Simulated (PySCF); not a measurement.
**How methods differ on the ionisation energy of Zn³⁺**

Zn³⁺ [Ar] 3d9 [3d3/2^4 3d5/2^5, M_J = 5/2] → Zn⁴⁺ [Ar] 3d8 [3d3/2^4 3d5/2^4, M_J = 4], as a difference of total energies. Calculation: PySCF 2.14, in x2c-TZVPPall-2c (6s7p4d2f1g, 70 functions); the two-component X2C-1e Hamiltonian. Correlated levels: [Ne] frozen; the 6 highest virtual spinors dropped. "Screened" scales the spin-orbit matrix elements by Boettger's factors to mimic the two-electron term; Breit and QED terms are absent.

Question: Order these methods by the ionisation energy they give, lowest first.
A. GHF (screened spin-orbit)
B. GMP2 (screened spin-orbit)
C. GHF (spin-free)
D. GMP2 (spin-free)

Answer: A (56.984 eV), C (57.079 eV), B (59.716 eV), D (59.810 eV).

Errors of the correlated levels include the incompleteness of this basis and the frozen core.

The labels give the starting determinants; with spin-orbit coupling the two ends relaxed to ⟨J²⟩ = 8.75, ⟨L²⟩ = 6.00, ⟨S²⟩ = 0.75 and ⟨J²⟩ = 20.00, ⟨L²⟩ = 12.02, ⟨S²⟩ = 2.00.

For comparison: 59.573 ± 0.019 eV (measured; NIST Atomic Spectra Database, ionization energies).
